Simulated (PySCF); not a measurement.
# `CO[C@H]1C[C@@H](O)C1`, C5H10O2

Geometry:
| atom | x (Å) | y (Å) | z (Å) |
| --- | --- | --- | --- |
| C1 | -1.289 | 1.959 | -1.076 |
| O2 | -1.307 | 0.859 | -0.200 |
| C3 | -0.284 | -0.098 | -0.361 |
| C4 | 1.108 | 0.329 | -0.872 |
| C5 | 1.743 | -0.499 | 0.265 |
| O6 | 2.815 | 0.054 | 0.964 |
| C7 | 0.368 | -0.559 | 0.956 |
| H8 | -0.497 | 2.675 | -0.827 |
| H9 | -1.172 | 1.646 | -2.119 |
| H10 | -2.254 | 2.449 | -0.956 |
| H11 | -0.675 | -0.943 | -0.946 |
| H12 | 1.363 | 0.051 | -1.892 |
| H13 | 1.298 | 1.391 | -0.731 |
| H14 | 2.088 | -1.477 | -0.072 |
| H15 | 2.541 | 0.900 | 1.338 |
| H16 | 0.049 | -1.516 | 1.359 |
| H17 | 0.265 | 0.207 | 1.723 |

Computed, not measured: PySCF 2.14.0, GIAO PBE0/pcSseg-1 magnetisability, rotational g tensor and spin-rotation constants, non-relativistic, gas phase. Geometry: GFN2-xTB, dihedral held. The dihedral C7–C3–O2–C1 is held at 135°.

(1) What are the magnetisability and the molar susceptibility?

(2) Split it along the inertial axes a, b, c into diamagnetic and paramagnetic parts about the centre of mass, with the quadrupole moment.

(3) And the rotational g tensor?

Results:

(1) Isotropic -1107 × 10⁻³⁰ J/T², or -66.7 × 10⁻⁶ cm³/mol; principal values -1196, -1111, -1014 × 10⁻³⁰ J/T², anisotropy 158 × 10⁻³⁰ J/T² (root of half the summed squared differences of the principal values). The susceptibility is in cgs units.

(2) 
```
axis  χ (10⁻⁶ cm³/mol)  diamagnetic (10⁻⁶ cm³/mol)  paramagnetic (10⁻⁶ cm³/mol)  summed x² of all electrons (Å²)  quadrupole Θ (D Å)
   a             -71.6                      -310.8                        239.2                            172.8               -8.36
   b             -67.1                      -853.3                        786.2                             44.9               +1.27
   c             -61.4                      -923.4                        862.0                             28.4               +7.10
```
Anisotropies 2χaa − χbb − χcc = -14.6 and 2χbb − χaa − χcc = -1.2 × 10⁻⁶ cm³/mol. Θ is traceless in Buckingham's convention.

(3) 
```
axis  rotational constant (GHz)        g  nuclear part  electronic part
   a                     5.9559  -0.0065        0.6628          -0.6693
   b                     1.5776  -0.0092        0.5735          -0.5827
   c                     1.4510  -0.0147        0.5729          -0.5876
```
Asymmetric top; isotopes 12C, 1H, 16O; no vibrational averaging.
